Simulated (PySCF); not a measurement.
# Radial density of Cu²⁺ (copper, charge +2)

MN15, [Ar] 3d9, 2D determinant. Calculation: PySCF 2.14, in 6-31G* (5s4p2d1f, 34 functions); no relativity, point nucleus.

```csv
r (bohr),4πr²ρ (e/bohr),4πr²(ρα − ρβ)
0.000972,0.1830,0.0000
0.00163,0.5056,0.0000
0.00275,1.350,0.0000
0.00462,3.408,0.0000
0.00778,8.057,0.0000
0.0131,16.75,0.0000
0.0220,28.52,-0.0001
0.0370,34.99,-0.0001
0.0623,29.66,0.0004
0.105,30.82,0.0100
0.176,39.76,0.1090
0.296,21.98,0.4804
0.498,20.95,1.0624
0.838,17.26,0.9090
1.41,3.784,0.2762
2.37,0.2877,0.0265
3.99,7.855e-05,0.0000
6.71,1.719e-05,0.0000
```
